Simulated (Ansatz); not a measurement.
CrO2⁻. The state is a doublet with charge -1. Geometry relaxed at PBE0-D4/def2-TZVPD.

```xyz
3

Cr    0.397   -0.004   -0.054
O    -0.203    1.504   -0.117
O    -0.194   -1.500    0.171
```

The charge -1 doublet is spin-contaminated (final ⟨S²⟩ up to 1.75, 0.75 for a pure state). At PBE0-D4/def2-TZVPD a quartet of charge -1 lies 0.80 eV below the doublet, each at its own geometry. The structure comes from a short search, and lower isomers may exist.

(1) Estimate the harmonic wavenumbers at UKS PBE0-D4/def2-TZVPD (Ansatz, unscaled). Is this a minimum?

## Answers

(1) 230, 937, 968 cm⁻¹. Yes, no mode is imaginary beyond noise. Zero-point energy 12.8 kJ/mol. It took 26 s on 2 threads of Arm Neoverse V1 on a shared host.
